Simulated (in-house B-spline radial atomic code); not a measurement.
Er²⁺ is squeezed into an impenetrable sphere of radius R (the orbitals vanish at R). Method: Dirac-Kohn-Sham LDA VWN5, spherical fractional occupations, Fermi nucleus of rms radius 5.2516 fm. Calculated with a radial B-spline atomic code at the basis-set limit.

Energies in eV above the free ion in [Xe] 4f12:

```json
{"R (bohr)": "7.54", "highest level (eV)": "-17.3", "[Xe] 4f12": "0.000458", "[Kr] 4d9 4f12 5s2 5p6 5f1": "182.6", "[Kr] 4d10 4f12 5s2 5p5 5f1": "41.4"}
{"R (bohr)": "5.7", "highest level (eV)": "-17.2", "[Xe] 4f12": "0.01946", "[Kr] 4d9 4f12 5s2 5p6 5f1": "185.6", "[Kr] 4d10 4f12 5s2 5p5 5f1": "44.46"}
{"R (bohr)": "5.19", "highest level (eV)": "-17.1", "[Xe] 4f12": "0.05885", "[Kr] 4d9 4f12 5s2 5p6 5f1": "187.3", "[Kr] 4d10 4f12 5s2 5p5 5f1": "46.26"}
{"R (bohr)": "4.01", "highest level (eV)": "-16.3", "[Xe] 4f12": "0.9328", "[Kr] 4d9 4f12 5s2 5p6 5f1": "195.7", "[Kr] 4d10 4f12 5s2 5p5 5f1": "54.96"}
{"R (bohr)": "3.71", "highest level (eV)": "-15.6", "[Xe] 4f12": "1.969", "[Kr] 4d9 4f12 5s2 5p6 5f1": "200", "[Kr] 4d10 4f12 5s2 5p5 5f1": "59.47"}
{"R (bohr)": "2.91", "highest level (eV)": "-10.2", "[Xe] 4f12": "15.48", "[Kr] 4d9 4f12 5s2 5p6 5f1": "227.9", "[Kr] 4d10 4f12 5s2 5p5 5f1": "88.47"}
{"R (bohr)": "2.49", "highest level (eV)": "-2.21", "[Xe] 4f12": "47.72", "[Kr] 4d9 4f12 5s2 5p6 5f1": "274.3", "[Kr] 4d10 4f12 5s2 5p5 5f1": "135.4"}
{"R (bohr)": "2.02", "highest level (eV)": "18.3", "[Xe] 4f12": "177.4", "[Kr] 4d9 4f12 5s2 5p6 5f1": "434", "[Kr] 4d10 4f12 5s2 5p5 5f1": "291.9"}
{"R (bohr)": "1.65", "highest level (eV)": "56.5", "[Xe] 4f12": "536.8", "[Kr] 4d9 4f12 5s2 5p6 5f1": "844.6", "[Kr] 4d10 4f12 5s2 5p5 5f1": "684.1"}
{"R (bohr)": "1.24", "highest level (eV)": "261", "[Xe] 4f12": "2156", "[Kr] 4d9 4f12 5s2 5p6 5f1": "2608", "[Kr] 4d10 4f12 5s2 5p5 5f1": "2342"}
```

(1) Does [Kr] 4d9 4f12 5s2 5p6 5f1 fall below [Xe] 4f12 under compression?

(2) Does [Kr] 4d10 4f12 5s2 5p5 5f1 fall below [Xe] 4f12 under compression?

The highest level is first positive in the row R = 2.02 bohr, pushed up by confinement above the zero of the free ion's potential. Each configuration is held fixed and needn't be the lowest in the sphere.

Results:

(1) No, it stays above over the whole range.

(2) No, it stays above over the whole range.
